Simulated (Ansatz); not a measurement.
GeH₆O₂Si (`[OH][GeH]([OH])[SiH3]`). The species carries charge 0 and has multiplicity 1. All single points use the PBE0-D4/def2-TZVP geometry. It is one conformer, not always the lowest.

```xyz
10

O    -0.800   -1.055   -1.680
Ge    0.529   -0.471   -0.645
O     1.105   -1.780    0.420
Si   -0.224    1.378    0.680
H    -1.636   -1.145   -1.218
H     1.688   -0.235   -1.616
H     0.525   -1.953    1.164
H    -0.722    2.473   -0.192
H     0.875    1.882    1.541
H    -1.340    0.905    1.547
```

Question: What is the dipole moment at PBE/def2-TZVPP? (Best estimate.)

Answer: Ansatz gave: 2.40 D, with components (-1.41, 1.03, 1.65) D in this frame, pointing from negative to positive charge.

Question: And with r2SCAN, B3LYP, ωB97M-V? (Best estimate.)

Answer: The calculation gave: r2SCAN 2.53 D, B3LYP 2.61 D, ωB97M-V 2.64 D.

Question: Give the Mulliken charges with PBE, r2SCAN, B3LYP in def2-TZVPP. (Estimate.)

Answer: Computed: 
| atom | PBE | r2SCAN | B3LYP |
| --- | --- | --- | --- |
| O1 | -0.37 | -0.43 | -0.41 |
| Ge2 | 0.50 | 0.55 | 0.55 |
| O3 | -0.37 | -0.43 | -0.41 |
| Si4 | 0.01 | 0.10 | 0.09 |
| H5 | 0.17 | 0.18 | 0.17 |
| H6 | -0.01 | -0.01 | 0.00 |
| H7 | 0.17 | 0.18 | 0.17 |
| H8 | -0.03 | -0.05 | -0.04 |
| H9 | -0.03 | -0.05 | -0.04 |
| H10 | -0.04 | -0.06 | -0.05 |

B3LYP here is the variant with VWN-RPA as its local correlation; programs differ in this.
